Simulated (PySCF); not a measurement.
Give a GFN2-xTB geometry of `CCOC1=NSC=N1`.

```
atom  x, y, z in Å
C1    -1.9404   -0.6886    0.4357
C2    -1.4439    0.6717   -0.0341
O3    -0.3184    0.5625   -0.9014
C4     0.8407    0.2806   -0.3408
N5     1.9252    0.1544   -1.1490
C6     2.9594   -0.0997   -0.4260
S7     2.5868   -0.1818    1.2574
N8     1.0134    0.1312    0.9508
H9    -2.8519   -0.5625    1.0125
H10   -1.1903   -1.1637    1.0623
H11   -2.1461   -1.3273   -0.4198
H12   -1.1782    1.2963    0.8256
H13   -2.2019    1.1742   -0.6392
H14    3.9449   -0.2477   -0.8160
```

Any rigid rotation of these coordinates is as good. Atoms count from 1 in this order. The 5-membered ring C4–N5–C6–S7–N8 has internal angles of 90.9° to 118.0°; it is planar, 0.00 Å rms from its mean plane, widest ring torsion 0°. O3 (aryl ether oxygen) is bent (angle 116.9°). The 3 C–N bonds span 1.287 Å (N5–C6, aromatic) to 1.358 Å (C4–N5, aromatic), a spread of 0.071 Å. The 2 C–O bonds span 1.318 Å (O3–C4, drawn single) to 1.425 Å (C2–O3, drawn single), a spread of 0.107 Å.

Bonds between heavy atoms (Å): C1–C2 1.522, C2–O3 1.425, O3–C4 1.318, C4–N5 1.358, N5–C6 1.287, C6–S7 1.726, S7–N8 1.633, C4–N8 1.312.

Structure optimised with GFN2-xTB, isolated species.

Point group: C1 (no symmetry element, even within 0.4 Å). Whether it is a minimum is left open (no frequencies). One conformer, not necessarily the lowest (C1–C2–O3–C4 -76°, C2–O3–C4–N5 179°).

All values are computed, not measured.
